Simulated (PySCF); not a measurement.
Molecule: CH3BFS, charge 0, multiplicity 2. It need not be the lowest isomer of its formula. 
Coordinates optimised at B3LYP-D3(BJ)/def2-TZVP (Ansatz):
```
C
H 1 1.0862
H 1 1.0862 2 110.40
H 1 1.0880 2 109.66 3 120.94
S 1 1.8299 2 110.36 4 116.79
B 5 1.7844 1 101.59 2 61.15
F 6 1.3135 5 123.58 1 180.00
```
Charge 0, spin multiplicity 2.

Dispersion corrections to the total energy (kcal/mol) from the dftd3 and dftd4 libraries through PySCF: D3(BJ) without and D4 with the three-body term, each with the damping fitted for the functional named.

| functional | D3(BJ) | D4 |
|---|---|---|
| PBE | -2.98 | ___ |
| PBE0 | -2.58 | -2.41 |
| HF | -26.46 | -10.94 |
| TPSS | -3.78 | -3.91 |
| PW6B95 | -1.55 | -2.63 |
| B3LYP | ___ | -4.71 |
| B2PLYP | ___ | -2.00 |

Fill in the missing entries.


- PBE, D4: -2.89
- B3LYP, D3(BJ): -5.39
- B2PLYP, D3(BJ): -2.54
